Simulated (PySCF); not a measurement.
Zr(Me)4 (C4H12Zr), SMILES [CH3][Zr]([CH3])([CH3])[CH3], multiplicity 1.

Geometry optimised at PBE0-D3(BJ)/def2-SVP. The spin state was assumed, not searched. The def2 effective core potentials stand for the cores of Zr; spin–orbit coupling is left out.

Level of theory: TDA-ωB97X/def2-SVPD (PySCF 2.14.0).

Vertical excitations; the highest root listed may be one member of a degenerate set.  State labels are in the subgroup D2.

Computed lowest excited states:
```json
[
 {"state": "S1", "symmetry": "B3", "energy (eV)": "5.08", "λ (nm)": "244", "f": "0.000", "main pairs": "HOMO→LUMO+1 (degenerate set)"},
 {"state": "S2", "symmetry": "B1", "energy (eV)": "5.08", "λ (nm)": "244", "f": "0.000", "main pairs": "HOMO−2→LUMO+1, HOMO−2→LUMO (degenerate set)"},
 {"state": "S3", "symmetry": "B2", "energy (eV)": "5.08", "λ (nm)": "244", "f": "0.000", "main pairs": "HOMO−1→LUMO (degenerate set)"},
 {"state": "S4", "symmetry": "B3", "energy (eV)": "5.33", "λ (nm)": "232", "f": "0.002", "main pairs": "HOMO→LUMO (degenerate set)"},
 {"state": "S5", "symmetry": "B1", "energy (eV)": "5.33", "λ (nm)": "232", "f": "0.002", "main pairs": "HOMO−2→LUMO, HOMO−2→LUMO+1 (degenerate set)"},
 {"state": "S6", "symmetry": "B2", "energy (eV)": "5.33", "λ (nm)": "232", "f": "0.002", "main pairs": "HOMO−1→LUMO+1 (degenerate set)"},
 {"state": "T1", "symmetry": "B3", "energy (eV)": "4.81", "λ (nm)": "258", "f": "0", "main pairs": "HOMO→LUMO+1 (degenerate set)"},
 {"state": "T2", "symmetry": "B1", "energy (eV)": "4.81", "λ (nm)": "258", "f": "0", "main pairs": "HOMO−2→LUMO+1, HOMO−2→LUMO (degenerate set)"}
]
```
Triplets are in the Tamm–Dancoff approximation.
